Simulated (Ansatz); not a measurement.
C$_{2}$H$_{8}$O$_{2}$Si, SMILES `CC[SiH](O)O`, relaxed with RKS PBE-D4/def2-SVP in Ansatz from a rough embedded geometry. The force threshold is 0.03 eV/Å; the program also tests the step.

Total charge 0; spin multiplicity 1.

Start:

```xyz
13

C     0.766   -0.732   -1.417
C     0.519    0.479   -0.579
Si   -0.838    0.334    0.730
O    -1.008    1.848    1.552
O    -0.506   -0.797    1.859
H     1.096   -1.620   -0.723
H    -0.108   -1.078   -1.927
H     1.595   -0.586   -2.097
H     0.302    1.279   -1.296
H     1.472    0.775   -0.106
H    -2.082   -0.026    0.050
H    -0.476    1.885    2.332
H    -0.733   -1.761    1.622
```

**Question.** By how much does the energy fall, and how many steps does the optimiser take? (Estimate.)

**Answer.** Ansatz gave: 0.49 eV, in 17 steps, 3 of them rejected.

**Question.** Which bonds change most? (Estimate.)

**Answer.** Ansatz gave: C1–H6 from 1.175 to 1.109 Å; Si3–O5 from 1.632 to 1.685 Å; Si3–O4 from 1.731 to 1.683 Å; O5–H13 from 1.018 to 0.973 Å.

**Question.** Give the relaxed structure. (An estimate is asked.)

**Answer.** Computed: 
```xyz
13

C     0.832   -0.729   -1.446
C     0.546    0.492   -0.560
Si   -0.841    0.232    0.681
O    -1.127    1.597    1.623
O    -0.345   -1.094    1.594
H     1.117   -1.606   -0.831
H    -0.060   -1.022   -2.038
H     1.655   -0.538   -2.165
H     0.285    1.382   -1.175
H     1.458    0.779    0.011
H    -2.175   -0.021    0.037
H    -0.334    1.963    2.053
H    -1.013   -1.434    2.215
```
